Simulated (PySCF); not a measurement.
PySCF 2.14 output of an unrestricted LDA calculation on a single atom or ion in x2c-QZVPPall (16s10p9d6f1g, 142 functions), with scalar relativity by spin-free X2C-1e:

```
SCF conv_tol = 1e-09
number electrons alpha = 42  beta = 39
    P. A. M. Dirac.,  Math. Proc. Cambridge Philos. Soc. 26, 376 (1930)
    F. Bloch.,  Z. Phys. 57, 545 (1929)
    S. H. Vosko, L. Wilk, and M. Nusair.,  Can. J. Phys. 58, 1200 (1980)
cycle= 1 E= -20873.1405153152  delta_E= -0.0766  |g|= 0.224  |ddm|= 1.31
cycle= 2 E= -20873.1391532005  delta_E= 0.00136  |g|= 0.278  |ddm|= 0.484
cycle= 3 E= -20873.1428625552  delta_E= -0.00371  |g|= 0.00482  |ddm|= 0.278
cycle= 4 E= -20873.1428647659  delta_E= -2.21e-06  |g|= 0.00314  |ddm|= 0.00712
cycle= 5 E= -20873.1428664839  delta_E= -1.72e-06  |g|= 0.00041  |ddm|= 0.00393
cycle= 6 E= -20873.1428665016  delta_E= -1.76e-08  |g|= 4.84e-06  |ddm|= 0.000491
cycle= 7 E= -20873.1428665015  delta_E= 3.27e-11  |g|= 7.79e-07  |ddm|= 8.13e-06
converged SCF energy = -20873.1428665015  <S^2> = 3.7515406  2S+1 = 4.0007702
```

The run itself started from symmetry-adapted Hartree-Fock orbitals and held the occupation by maximum overlap, on a logarithmic radial grid, so the iterations belong to that start.

Which element, charge and spin multiplicity is this?

Pb⁺ (lead, charge +1), multiplicity 4; the state was [Xe] 4f14 5d10 6s1 6p2, high-spin 4P determinant (an excited configuration).

Spin-orbit coupling is strong in this species (close to jj coupling), so the high-spin LS determinant is a model state, not a physical level.
